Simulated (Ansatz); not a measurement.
Two members of one family (Series TcO3X), computed with Ansatz in the gas phase; def2 core potentials for Tc, no spin–orbit coupling. The two geometries come from different levels. Binding counts from free atoms in the multiplicity of their measured ground term, without zero-point energy. A dash marks a value that wasn't run or was left out as unsound. The structures are stationary points that may keep the symmetry of their start. Remarks come from the PBE and PBE0 runs and from stability tests at other levels; not every state was tested. HOMO above LUMO (over both spins in singlets and doublets, within one spin in higher multiplets; at PBE or PBE0), or a gap under 0.15 eV within one spin, warns that the state may not be the lowest or that an electron is smeared out.

First: TcO3Cl (singlet, charge 0, r2SCAN-D4/def2-SVP geometry).

```
atom   x (Å)   y (Å)   z (Å)
 Tc1   0.007   0.106   0.038
  O2   1.594   0.631  -0.051
  O3  -0.963   1.101  -0.896
  O4  -0.510   0.158   1.630
 Cl5  -0.128  -1.995  -0.722
```

```tsv
level	HOMO (eV)	LUMO (eV)	gap (eV)	vertical IE (eV)	vertical triplet (eV)	binding per atom (eV)
PBE-D4/def2-TZVP	-8.56	-4.80	3.76	11.82	3.59	4.78
r2SCAN-D4/def2-TZVP	-8.98	-4.90	4.08	12.03	3.50	4.40
PBE0-D4/def2-SVP	-10.21	-4.24	5.97	–	–	4.08
PBE0-D4/def2-TZVP	-10.21	-4.23	5.98	12.15	3.23	4.07
HSE06-D4/def2-TZVP	-9.81	-4.61	5.20	–	–	4.09
```

Metal–donor distances: 3 × O 1.67 Å, 1 × Cl 2.24 Å. Remarks: restricted SCF unstable in HF, gap within one spin near zero at PBE or PBE0 (+1 doublet), spin-contaminated (⟨S²⟩ up to 0.85) (+1 doublet), gap within one spin near zero at PBE or PBE0 (triplet).

Second: TcO3H (singlet, charge 0, PBE-D4/def2-TZVP geometry).

Cartesian coordinates in Å:
```
Tc 0.058 0.026 -0.006
O -0.161 1.416 -0.939
O 0.577 0.355 1.566
O 0.986 -1.155 -0.779
H -1.460 -0.642 0.159
```

Q: What does the change do? Estimate second minus first.

A: 
```json
{"level": "PBE-D4/def2-TZVP", "Δ HOMO (eV)": "0.08", "Δ LUMO (eV)": "-0.14", "Δ gap (eV)": "-0.22", "Δ vertical IE (eV)": "0.18", "Δ vertical triplet (eV)": "-0.18", "Δ binding per atom (eV)": "-0.18"}
{"level": "r2SCAN-D4/def2-TZVP", "Δ HOMO (eV)": "0.10", "Δ LUMO (eV)": "-0.09", "Δ gap (eV)": "-0.19", "Δ vertical IE (eV)": "0.13", "Δ vertical triplet (eV)": "-0.20", "Δ binding per atom (eV)": "-0.17"}
{"level": "PBE0-D4/def2-SVP", "Δ HOMO (eV)": "0.06", "Δ LUMO (eV)": "0.02", "Δ gap (eV)": "-0.04", "Δ vertical IE (eV)": "–", "Δ vertical triplet (eV)": "–", "Δ binding per atom (eV)": "-0.14"}
{"level": "PBE0-D4/def2-TZVP", "Δ HOMO (eV)": "0.07", "Δ LUMO (eV)": "0.02", "Δ gap (eV)": "-0.05", "Δ vertical IE (eV)": "0.12", "Δ vertical triplet (eV)": "-0.17", "Δ binding per atom (eV)": "-0.15"}
{"level": "HSE06-D4/def2-TZVP", "Δ HOMO (eV)": "0.08", "Δ LUMO (eV)": "0.01", "Δ gap (eV)": "-0.06", "Δ vertical IE (eV)": "–", "Δ vertical triplet (eV)": "–", "Δ binding per atom (eV)": "-0.15"}
```

Metal–donor distances: 3 × O 1.69 Å, 1 × H 1.67 Å. Remarks: restricted SCF unstable in HF, spin-contaminated (⟨S²⟩ up to 0.85) (+1 doublet), gap within one spin near zero at PBE or PBE0 (triplet).
